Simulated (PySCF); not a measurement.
# How methods differ on the excitation energy of Al+

Al+ [Ne] 3s2 (1S) → Al+ [Ne] 3s1 4s1 (3S), as a difference of total energies. Computed with PySCF 2.14 in aug-cc-pCVTZ-DK (8s7p5d3f, 75 functions), with the spin-free X2C one-electron Hamiltonian (Gaussian nucleus). Correlated levels: valence: [Ne] frozen; valence and next inner shell: 1s2 frozen; nothing frozen. The calculations carry no spin-orbit coupling.

```
                                method  excitation energy (eV)
                                   UHF                  10.269
                                   LDA                  11.203
                                   PBE                  11.069
                                  PBE0                  11.030
                                r2SCAN                  10.932
                                 TPSSh                  11.049
                                   M06                  11.081
                         MP2 (valence)                  10.943
                     SCS-MP2 (valence)                  11.155
    MP2 (valence and next inner shell)                  11.094
SCS-MP2 (valence and next inner shell)                  11.270
                   MP2 (all electrons)                  11.092
               SCS-MP2 (all electrons)                  11.269
```

**Question.** Estimate what PW91 gives.

**Answer.** 11.100 eV, closest to MP2 (valence and next inner shell) among the rows shown.

**Question.** Estimate what revPBE gives.

**Answer.** 11.005 eV, closest to PBE0 among the rows shown.

Errors of the correlated levels include the incompleteness of this basis and the frozen core.

For comparison: 11.317 eV (measured; NIST levels).
